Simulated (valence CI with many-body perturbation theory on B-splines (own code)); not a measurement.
Results of a calculation; reference values are marked as such.
# A CI+MBPT run for Bi+

The program does CI of the valence electrons with many-body perturbation theory for a frozen closed Dirac-Fock core.

Command, and the settings that its task file holds:

```sh
python run_cv.py task.json out
```

```
atom Bi  Z=83  mass_number=209  rms_radius_fm=5.5211
core [Xe] 4f14 5d10
valence 6s2 6p3
avg = 1
basis = S
breit = 1
cap = 10000
capref = 1200
cscale = 1
de = 0.0
dress = 0
eps = 2e-08
extrap = 1
h = 0.27
hh = 1
l2 = 3
lcore = 6
maxit = 60
n2 = 5
natural = 1
nlev = 20
nno = [3, 3, 3, 2, 1]
nroot = 26
nsp = [3, 3, 2, 1, 0]
pt2 = 1
qed = 1
rpa = 1
s1 = 1
s2 = 1
s3 = 1
screen = 1
tol = 2e-05
whole = 1
```

**Question.** What became of the run, and why?

**Answer.** It gave no result: the electrons of core and valence do not add up to the charge. The program said: "core and valence hold 83 electrons, the ion has 82".
